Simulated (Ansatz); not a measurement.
`C[Si](C)(Cl)CCCCc1ccc(/N=N/c2ccccc2)cc1` with charge +1. Charge 1, multiplicity 2. Geometry PBE-D4/def2-SVP, that of the neutral singlet.

```xyz
45

C     3.4792    1.1981    4.4981
Si    3.0690    0.0463    3.0687
C     3.6946   -1.7009    3.3791
Cl    0.9617   -0.0602    2.9221
C     3.6802    0.7461    1.4226
C     3.4181   -0.1512    0.2015
C     3.6876    0.5215   -1.1527
C     2.7247    1.6781   -1.5079
C     1.2867    1.2326   -1.6262
C     0.4115    1.2869   -0.5154
C    -0.8960    0.8088   -0.5967
C    -1.3711    0.2651   -1.8129
N    -2.6714   -0.2460   -2.0082
N    -3.4348   -0.1730   -0.9990
C    -4.7353   -0.6907   -1.1958
C    -5.5998   -0.6178   -0.0822
C    -6.9102   -1.1042   -0.1751
C    -7.3647   -1.6657   -1.3804
C    -6.5030   -1.7416   -2.4937
C    -5.1953   -1.2583   -2.4086
C    -0.5101    0.2110   -2.9300
C     0.8009    0.6870   -2.8336
H     3.0716    2.2136    4.3207
H     4.5791    1.2835    4.6236
H     3.0524    0.8177    5.4480
H     4.8033   -1.7105    3.4408
H     3.3871   -2.3841    2.5621
H     3.2911   -2.1023    4.3306
H     3.1850    1.7356    1.3050
H     4.7679    0.9679    1.5193
H     2.3671   -0.5143    0.2235
H     4.0502   -1.0620    0.2773
H     3.6230   -0.2458   -1.9547
H     4.7307    0.9084   -1.1755
H     3.0550    2.1272   -2.4677
H     2.8046    2.4810   -0.7447
H     0.7718    1.7001    0.4394
H    -1.5761    0.8365    0.2659
H    -5.2079   -0.1705    0.8440
H    -7.5818   -1.0447    0.6954
H    -8.3936   -2.0498   -1.4567
H    -6.8647   -2.1837   -3.4360
H    -4.4985   -1.3021   -3.2580
H    -0.9056   -0.2135   -3.8649
H     1.4658    0.6397   -3.7111
```

Single mean-field runs in def2-TZVP are fitted with def2-universal-jkfit. At PBE-D4/def2-TZVP, BLYP-D4/def2-TZVP the gap within one spin of the charge 1 doublet nearly closes, so an electron or hole may be smeared out by delocalisation error.

**Question.** Estimate the α-spin orbital energies around the gap (eV) in Ansatz with PBE-D4/def2-TZVP, BLYP-D4/def2-TZVP, PBE0-D4/def2-TZVP.

**Answer.** 
```csv
orbital,PBE-D4/def2-TZVP,BLYP-D4/def2-TZVP,PBE0-D4/def2-TZVP
HOMO−5,-10.02,-9.85,-11.26
HOMO−4,-9.94,-9.77,-11.13
HOMO−3,-9.76,-9.52,-10.72
HOMO−2,-9.52,-9.34,-10.69
HOMO−1,-9.47,-9.30,-10.50
HOMO,-9.41,-9.25,-10.40
LUMO,-7.25,-7.05,-6.47
LUMO+1,-4.96,-4.82,-4.29
LUMO+2,-4.82,-4.69,-4.12
LUMO+3,-4.69,-4.56,-4.01
LUMO+4,-4.00,-3.86,-2.97
LUMO+5,-2.51,-2.45,-1.66
β HOMO,-9.31,-9.14,-10.40
β LUMO,-9.24,-9.06,-8.89
```
